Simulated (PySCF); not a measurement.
BH, SMILES [BH] (connectivity only; charge and spin as stated), neutral, multiplicity 1. Heavy atoms are numbered as in [BH:1]. Hydrogens are named by the atom that carries them.

Geometry optimised at r2SCAN-D4/def2-TZVPD.

Level of theory: PBE/def2-TZVPD (PySCF).

Mulliken values depend strongly on the basis, most of all with diffuse functions as here. ESP charges are fitted to the potential on shells at 1.4 to 2.0 van der Waals radii. Atomic charges (e), one atom of each kind:

```tsv
atom	ESP fit	Mulliken	IAO
B1 (BH)	-0.16	-0.07	…
H on B1	0.16	0.07	…
```

### Question
What belongs in the gaps? (Estimate from the structure and the level; the computed values follow.)

### Answer

- B1 (BH), IAO: 0.00
- H on B1, IAO: 0.00
